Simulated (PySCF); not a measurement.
## Calculated properties of `FCC1=COC(=S)C=C1`

C₆H₅FOS.
Geometry (GFN2-xTB, Å), atoms numbered from 1 in this order:
```
atom  x, y, z in Å
F1    -2.6662    0.5900   -0.8054
C2    -2.0794    0.1947    0.3723
C3    -0.6141   -0.0469    0.1672
C4     0.2091    0.9772   -0.4066
C5     1.5287    0.7395   -0.5887
C6     2.1040   -0.5103   -0.2047
S7     3.6916   -0.8792   -0.3616
O8     1.2796   -1.4582    0.3296
C9    -0.0196   -1.2191    0.4873
H10   -2.5959   -0.7117    0.7009
H11   -2.2480    1.0076    1.0891
H12   -0.2441    1.9129   -0.6951
H13    2.1957    1.4677   -1.0198
H14   -0.5421   -2.0647    0.9132
```

Among its groups: thiocarbonyl and C–F bond.

**GFN2-xTB geometry**

| Item | Value |
| --- | --- |
| Point group of the GFN2-xTB geometry | C1 |
| Rotational constants A, B, C of the GFN2-xTB geometry | 4.732, 0.694, 0.624 GHz |

CAM-B3LYP/def2-SVPD ground state and vertical TDDFT (core frozen in the response) (PySCF):

| Item | Value |
| --- | --- |
| Dipole moment | 4.58 D |
| HOMO energy | -7.75 eV |
| LUMO energy | -1.41 eV |
| HOMO–LUMO gap | 6.34 eV |
| Lowest singlet excitation | 2.83 eV (438 nm, f = 0.000) |
| Strongest line among the 8 lowest singlet transitions | S4 at 4.84 eV (256 nm, f = 0.265) |
| Lowest triplet excitation (Tamm–Dancoff) | 2.18 eV |
| Static isotropic polarisability | 104.1 au |
| Electronic spatial extent ⟨r²⟩ about the centre of nuclear charge | 1660 bohr² |

PBE0/pcSseg-1 ground state and GIAO shieldings, non-relativistic (PySCF):

| Property | Result |
| --- | --- |
| Lowest Hirshfeld atomic charge | -0.22 e on S7 |
| Highest Hirshfeld atomic charge | +0.08 e on C6 |
| 13C chemical shifts (computed TMS as zero) by class | 203.5 (C6), 160.4 (C9), 139.4 (C5), 139.2 (C4), 125.4 (C3), 82.7 (C2) ppm |
| 1H chemical shifts (computed TMS as zero) by class | 7.61 (H14), 7.41 (H13), 7.17 (H12), 5.28 (H10/H11) ppm |
| Isotropic shieldings of nuclei other than C and H, by class | 5 (O8), 415 (F1), 36 (S7) ppm |
| Mayer bond orders between heavy atoms | F1–C2 0.91, C2–C3 1.05, C3–C4 1.13, C4–C5 1.61, C5–C6 1.13, C6–S7 1.67, C6–O8 0.97, O8–C9 1.08, C9–C3 1.63 |

Monoisotopic mass from the formula: 144.0045 u.

The dipole equals about 15.3 × 10⁻³⁰ C·m (1 D = 3.33564 × 10⁻³⁰ C·m). The vertical singlet–triplet gap S1 − T1 is 0.65 eV (TDDFT singlet less Tamm–Dancoff triplet; S1: HOMO−1→LUMO, weight 0.88; T1: HOMO→LUMO, weight 0.95). S1 lies 3.51 eV below the HOMO–LUMO gap; its leading configuration is HOMO−1→LUMO, weight 0.88. The largest Löwdin shares of the HOMO are 0.42 on S7, 0.11 on C6, 0.10 on C5 and 0.10 on C3. In wavenumbers S1 is 22900 cm⁻¹ (1 eV = 8065.54 cm⁻¹). With B = h/(8π²I), that is 505.379 GHz u Å² over I, the principal moments of inertia are 106.8, 728.3 and 810.5 u Å² (most abundant isotopes); the inertial defect Ic − Ia − Ib is -24.6 u Å² (zero for a rigid planar frame, negative otherwise). The rotational constants make it an asymmetric top with κ = (2B − A − C)/(A − C) = -0.97, nearer the prolate limit (−1).

Geometry: GFN2-xTB, one conformer, isolated molecule. NMR classes are plain means over equivalent atoms (diastereotopic ones count apart unless rotation or inversion swaps them), as if these changed places fast; in this geometry the members of some classes differ.
